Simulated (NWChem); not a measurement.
System: VHSOF₂; SMILES [OH][V]([F])([F])=[S]

Input file for NWChem:

```
start job
memory heap 200 mb stack 900 mb global 1100 mb
geometry units angstroms noautoz
  V     -0.009372     0.273580    -0.000317
  S      0.167014    -1.705484     0.002683
  F     -0.874685     0.768732     1.381548
  F     -0.820963     0.769428    -1.414145
  O      1.562302     0.967041     0.030092
  H      2.404627     0.495297     0.047264
end
basis spherical
  V library def2-svpd
  S library def2-svpd
  F library def2-svpd
  O library def2-svpd
  H library def2-svpd
end
dft
  xc xtpss03 ctpss03
  iterations 150
  mulliken
end
task dft energy
```

NWChem printed, in part:

```
             Northwest Computational Chemistry Package (NWChem) 7.3.0
             --------------------------------------------------------

 C1  symmetry detected

                             Geometry "geometry" -> ""
                             -------------------------

 Output coordinates in angstroms (scale by  1.889725989 to convert to a.u.)

  No.       Tag          Charge          X              Y              Z
 ---- ---------------- ---------- -------------- -------------- --------------
    1 V                   23.0000    -0.00003482    -0.26043930    -0.00548683
    2 S                   16.0000    -0.00022892     1.72410807    -0.10237357
    3 F                    9.0000     1.39705822    -0.86623528    -0.77010126
    4 F                    9.0000    -1.39914823    -0.86646335    -0.76619131
    5 O                    8.0000     0.00234907    -0.73158344     1.64678117
    6 H                    1.0000     0.00448104    -0.14867017     2.41655793

 Effective nuclear repulsion energy (a.u.)     413.6051160927

                                 NWChem DFT Module
                                 -----------------

 Summary of "ao basis" -> "ao basis" (spherical)
 ------------------------------------------------------------------------------
       Tag                 Description            Shells   Functions and Types
 ---------------- ------------------------------  ------  ---------------------
 V                         def2-svpd                12       34   5s4p2d1f
 S                         def2-svpd                11       27   5s4p2d
 F                         def2-svpd                 9       23   4s3p2d
 O                         def2-svpd                 9       23   4s3p2d
 H                         def2-svpd                 4        8   2s2p

            General Information
            -------------------
          SCF calculation type: DFT
          Wavefunction type:  closed shell.
          No. of atoms     :     6
          No. of electrons :    66
           Alpha electrons :    33
            Beta electrons :    33
          Charge           :     0
          Spin multiplicity:     1
          Use of symmetry is: off; symmetry adaption is: off
          Maximum number of iterations: 150
          AO basis - number of functions:   138
                     number of shells:    54
          Convergence on energy requested:  1.00D-06
          Convergence on density requested:  1.00D-05
          Convergence on gradient requested:  5.00D-04

              XC Information
              --------------
                  TPSS metaGGA Exchange Functional  1.000
             TPSS03 metaGGA Correlation Functional  1.000

             Grid Information
             ----------------
          Grid used for XC integration:  medium
          Radial quadrature: Mura-Knowles
          Angular quadrature: Lebedev.
          Tag              B.-S. Rad. Rad. Pts. Rad. Cut. Ang. Pts.
          ---              ---------- --------- --------- ---------
          V                   1.35      112          12.0       590
          S                   1.00       88          12.0       590
          F                   0.50       49          12.0       434
          O                   0.60       49          12.0       434
          H                   0.35       45          11.0       434
          Grid pruning is: on
          Number of quadrature shells:   392
          Spatial weights used:  Erf1

      Superposition of Atomic Density Guess
      -------------------------------------

 Sum of atomic energies:       -1613.82227417

      Non-variational initial energy
      ------------------------------

 Total energy =   -1613.969926
 1-e energy   =   -3047.913389
 2-e energy   =    1020.338346
 HOMO         =      -0.365718
 LUMO         =      -0.017381

     ---------------------------------------------
      Total Density - Mulliken Population Analysis
     ---------------------------------------------

    Atom       Charge   Shell Charges
 -----------   ------   -------------------------------------------------------
    1 V   23    19.23   2.00  2.00  2.00  0.04  0.02  6.00  6.00 -0.05 -0.02  0.58  0.64  0.03
    2 S   16    17.32   2.00  1.99  1.26  0.65  0.03  5.94  2.06  3.11  0.24  0.02  0.01
    3 F    9     9.86   1.99  1.16  0.79  0.03  3.59  2.14  0.14  0.00 -0.00
    4 F    9     9.86   1.99  1.16  0.79  0.03  3.59  2.14  0.14  0.00 -0.00
    5 O    8     9.07   1.99  1.12  0.65  0.03  3.18  1.96  0.14  0.00 -0.01
    6 H    1     0.66   0.54  0.06  0.06  0.01

   convergence    iter        energy       DeltaE   RMS-Dens  Diis-err
 ---------------- ----- ----------------- --------- --------- ---------
 d= 0,ls=0.0,diis     1  -1616.5487528173 -2.03D+03  4.75D-02  6.46D+00
 d= 0,ls=0.0,diis     2  -1594.1417535264  2.24D+01  3.48D-02  1.33D+02
 d= 0,ls=0.0,diis     3  -1610.4118509796 -1.63D+01  2.05D-02  9.20D+01
 d= 0,ls=0.0,diis     4  -1609.0622219142  1.35D+00  6.12D-03  1.00D+02
 d= 0,ls=0.0,diis     5  -1609.0936247740 -3.14D-02  1.58D-03  9.76D+01
 d= 0,ls=0.0,diis     6  -1609.6604374003 -5.67D-01  7.71D-03  9.11D+01
 d= 0,ls=0.0,diis     7  -1612.5105663233 -2.85D+00  9.35D-03  6.60D+01
 d= 0,ls=0.0,diis     8  -1614.1622450722 -1.65D+00  4.38D-04  4.17D+01
 d= 0,ls=0.0,diis     9  -1614.2525280252 -9.03D-02  1.44D-03  4.09D+01
 d= 0,ls=0.0,diis    10  -1614.6102075106 -3.58D-01  2.01D-03  3.57D+01
 d= 0,ls=0.0,diis    11  -1615.2747381436 -6.65D-01  2.63D-02  2.84D+01
 d= 0,ls=0.0,diis    12  -1615.6279831562 -3.53D-01  2.30D-02  1.23D+01
 d= 0,ls=0.0,diis    13  -1616.4566743395 -8.29D-01  1.08D-02  1.39D+01
 d= 0,ls=0.0,diis    14  -1617.5444422631 -1.09D+00  6.61D-03  3.33D-01
 d= 0,ls=0.0,diis    15  -1617.3564832805  1.88D-01  4.19D-03  2.19D+00
 d= 0,ls=0.0,diis    16  -1617.5760027514 -2.20D-01  8.37D-04  6.12D-02
  Resetting Diis
 d= 0,ls=0.0,diis    17  -1617.5820221311 -6.02D-03  2.46D-04  4.41D-03
 d= 0,ls=0.0,diis    18  -1617.5823726600 -3.51D-04  6.37D-04  6.60D-04
 d= 0,ls=0.0,diis    19  -1617.5781188145  4.25D-03  6.28D-04  4.46D-02
 d= 0,ls=0.0,diis    20  -1617.5823749982 -4.26D-03  1.08D-04  4.46D-04
 d= 0,ls=0.0,diis    21  -1617.5824351691 -6.02D-05  1.45D-05  1.66D-05
 d= 0,ls=0.0,diis    22  -1617.5824369021 -1.73D-06  3.49D-06  1.25D-06
 d= 0,ls=0.0,diis    23  -1617.5824369965 -9.43D-08  1.78D-06  3.86D-07

         Total DFT energy =    -1617.582436996483
      One electron energy =    -3051.118869150295
           Coulomb energy =     1120.781365636043
    Exchange-Corr. energy =     -100.850049574967
 Nuclear repulsion energy =      413.605116092737

 Numeric. integr. density =       65.999992756344

                       DFT Final Molecular Orbital Analysis
                       ------------------------------------

 Vector   31  Occ=2.000000D+00  E=-3.143122D-01
              MO Center= -1.7D-04,  1.3D+00, -5.7D-02, r^2= 2.2D+00
   Bfn.  Coefficient  Atom+Function         Bfn.  Coefficient  Atom+Function
  ----- ------------  ---------------      ----- ------------  ---------------
    47      0.494435  2 S  py                44      0.400689  2 S  py
    22      0.316450  1 V  d  2              41      0.231527  2 S  py
     3      0.207679  1 V  s                 20      0.156752  1 V  d  0
    10      0.155764  1 V  py                37      0.152246  2 S  s
    27      0.121208  1 V  d  2              38      0.119814  2 S  s

 Vector   32  Occ=2.000000D+00  E=-2.815015D-01
              MO Center=  2.0D-06,  1.0D+00, -5.7D-03, r^2= 2.4D+00
   Bfn.  Coefficient  Atom+Function         Bfn.  Coefficient  Atom+Function
  ----- ------------  ---------------      ----- ------------  ---------------
    48      0.495546  2 S  pz                45      0.388660  2 S  pz
    19      0.308248  1 V  d -1              42      0.220425  2 S  pz
   113     -0.164441  5 O  py                24      0.151616  1 V  d -1
   116     -0.111296  5 O  py                11     -0.091626  1 V  pz
   131     -0.091772  6 H  s                 67     -0.079417  3 F  py

 Vector   33  Occ=2.000000D+00  E=-2.767514D-01
              MO Center= -2.4D-04,  1.1D+00, -1.4D-01, r^2= 2.4D+00
   Bfn.  Coefficient  Atom+Function         Bfn.  Coefficient  Atom+Function
  ----- ------------  ---------------      ----- ------------  ---------------
    46      0.507272  2 S  px                43      0.398058  2 S  px
    18      0.276846  1 V  d -2              40      0.225305  2 S  px
    23      0.141525  1 V  d -2              67      0.132405  3 F  py
    90     -0.132350  4 F  py                 9     -0.105561  1 V  px
    66      0.092832  3 F  px                89      0.093027  4 F  px

 Vector   34  Occ=0.000000D+00  E=-1.675546D-01
              MO Center= -1.1D-04,  9.1D-02, -3.3D-04, r^2= 2.0D+00
   Bfn.  Coefficient  Atom+Function         Bfn.  Coefficient  Atom+Function
  ----- ------------  ---------------      ----- ------------  ---------------
    19      0.633197  1 V  d -1              20      0.295337  1 V  d  0
    48     -0.294769  2 S  pz                22     -0.244622  1 V  d  2
    24      0.223675  1 V  d -1              45     -0.201901  2 S  pz
    42     -0.111696  2 S  pz               113     -0.107741  5 O  py
    68     -0.106190  3 F  pz                91     -0.106688  4 F  pz

 Vector   35  Occ=0.000000D+00  E=-1.610994D-01
              MO Center=  1.3D-04,  2.4D-02,  7.1D-02, r^2= 1.9D+00
   Bfn.  Coefficient  Atom+Function         Bfn.  Coefficient  Atom+Function
  ----- ------------  ---------------      ----- ------------  ---------------
    18      0.553846  1 V  d -2              21      0.498798  1 V  d  1
    46     -0.276183  2 S  px               112      0.203587  5 O  px
    23      0.194230  1 V  d -2              43     -0.190498  2 S  px
    26      0.172237  1 V  d  1             115      0.150657  5 O  px
    67      0.112302  3 F  py                90     -0.112565  4 F  py

 Vector   36  Occ=0.000000D+00  E=-1.235449D-01
              MO Center= -6.7D-05, -2.6D-03,  2.7D-02, r^2= 2.2D+00
   Bfn.  Coefficient  Atom+Function         Bfn.  Coefficient  Atom+Function
  ----- ------------  ---------------      ----- ------------  ---------------
    22      0.597192  1 V  d  2              19      0.293790  1 V  d -1
    20     -0.294823  1 V  d  0              47     -0.220104  2 S  py
    27      0.208340  1 V  d  2              48     -0.165771  2 S  pz
    68      0.138584  3 F  pz                91      0.138577  4 F  pz
    44     -0.128290  2 S  py               110      0.126801  5 O  s

     ---------------------------------------------
      Total Density - Mulliken Population Analysis
     ---------------------------------------------

    Atom       Charge   Shell Charges
 -----------   ------   -------------------------------------------------------
    1 V   23    21.37   2.00  2.00  2.01 -0.02  0.01  6.00  6.04  0.12 -0.00  2.12  1.07  0.03
    2 S   16    16.32   2.00  1.98  1.28  0.66 -0.02  5.92  1.79  2.49  0.17  0.03  0.02
    3 F    9     9.50   1.99  1.15  0.81  0.06  3.31  1.98  0.21  0.00 -0.00
    4 F    9     9.50   1.99  1.15  0.81  0.06  3.31  1.98  0.21  0.00 -0.00
    5 O    8     8.48   1.99  1.10  0.67  0.05  2.85  1.70  0.13  0.01 -0.02
    6 H    1     0.82   0.69  0.03  0.06  0.03

     -------------------------------------------
      Total Density - Lowdin Population Analysis
     -------------------------------------------

    Atom       Charge   Shell Charges
 -----------   ------   -------------------------------------------------------
    1 V   23    21.93   2.00  2.00  1.65  0.13  0.05  5.98  5.66  0.65  0.15  1.94  1.65  0.07
    2 S   16    15.92   2.00  1.96  0.97  0.60  0.13  5.81  1.89  2.15  0.26  0.03  0.12
    3 F    9     9.42   1.98  1.01  0.68  0.14  3.19  1.95  0.31  0.00  0.17
    4 F    9     9.42   1.98  1.01  0.68  0.14  3.19  1.95  0.31  0.00  0.17
    5 O    8     8.23   1.97  0.86  0.49  0.10  2.67  1.67  0.25  0.01  0.20
    6 H    1     1.07   0.51  0.13  0.17  0.27

     Multipole analysis of the density
     ---------------------------------

     L   x y z        total         alpha         beta         nuclear
     -   - - -        -----         -----         ----         -------
     0   0 0 0     -0.000000    -33.000000    -33.000000     66.000000

     1   1 0 0      0.001799      0.000900      0.000900     -0.000000
     1   0 1 0      0.200513      0.100256      0.100256     -0.000000
     1   0 0 1      0.885325      0.442663      0.442663     -0.000000

     2   2 0 0    -35.426430    -80.536364    -80.536364    125.646299
     2   1 1 0      0.000730      0.002784      0.002784     -0.004839
     2   1 0 1      0.012406     -0.007020     -0.007020      0.026446
     2   0 2 0    -34.412771   -136.720543   -136.720543    239.028314
     2   0 1 1      0.521124      1.706531      1.706531     -2.891939
     2   0 0 2    -29.259159    -83.058638    -83.058638    136.858117
```

Level: TPSS/def2-SVPD. The geometry was optimised at PBE0/def2-SVP.
